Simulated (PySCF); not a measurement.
# SMILES N#CC(F)=C=CF, C$_{4}$HF$_{2}$N

Geometry:
| atom | x (Å) | y (Å) | z (Å) |
| --- | --- | --- | --- |
| N1 | -2.286 | 1.849 | -0.179 |
| C2 | -1.676 | 0.883 | -0.043 |
| C3 | -0.903 | -0.306 | 0.127 |
| F4 | -1.586 | -1.430 | -0.102 |
| C5 | 0.351 | -0.300 | 0.476 |
| C6 | 1.620 | -0.244 | 0.747 |
| F7 | 2.092 | -0.255 | 1.987 |
| H8 | 2.399 | -0.190 | -0.007 |

The calculation used quadratic response CAM-B3LYP/def2-TZVPD first hyperpolarisability, Taylor convention, gas phase in PySCF. Geometry: PBE0-D3(BJ)/def2-TZVP.

Q: Give the tensor of the second harmonic β(−2ω;ω,ω) at 1907 nm in the axes of these coordinates.

A: In au, Taylor convention; rows are the first index (the induced dipole):
```tsv
	xx	yy	zz	xy	xz	yz
x	-27.5	-9.5	+7.3	-30.1	+28.1	-9.7
y	-28.5	-7.1	-3.2	-9.6	-9.3	+5.9
z	+27.6	+5.9	+20.6	-9.8	+7.4	-3.3
```
Norm of βᵢ = ⅓ Σⱼ (βᵢⱼⱼ + βⱼᵢⱼ + βⱼⱼᵢ): 73.8 au, hyper-Rayleigh value 33.3 au.
